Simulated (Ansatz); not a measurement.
System: BGeH3F, charge 0, doublet. BGeH3F (SMILES F[BH][GeH2], doublet).
B3LYP-D3(BJ)/def2-TZVP minimum from Ansatz (a first-principles code):
```xyz
6

B      0.5005    -1.1571    -0.3613
F     -0.4490    -2.0664    -0.5612
Ge     0.0078     0.7134     0.2030
H     -1.4165     1.2293     0.4393
H      1.0655     1.7952     0.4453
H      1.6398    -1.4720    -0.5225
```
Charge 0, spin multiplicity 2.

Atomisation energy term by term, kcal/mol (programs: Ansatz). UHF or UKS for unpaired electrons; spin-orbit terms are left out. Cores are frozen in correlated methods (noble-gas shells, and filled d and f shells in the p block). No relativity. CBS(X,Y): correlation extrapolated as X^-3, Hartree-Fock from the larger set. A bracket is a step between two methods taken in the basis named. Where a partner has so few electrons that a lower coupled-cluster level is exact, that level stands in.

| term | basis | kcal/mol |
|---|---|---|
| Hartree-Fock | cc-pVQZ | 335.36 |
| CCSD correlation | CBS(cc-pVTZ,cc-pVQZ) | 96.32 |
| (T) | CBS(cc-pVTZ,cc-pVQZ) | 6.13 |
| CCSDT(Q) - CCSD(T) | cc-pVDZ | 0.55 |
| sum: De |  | 438.4 |
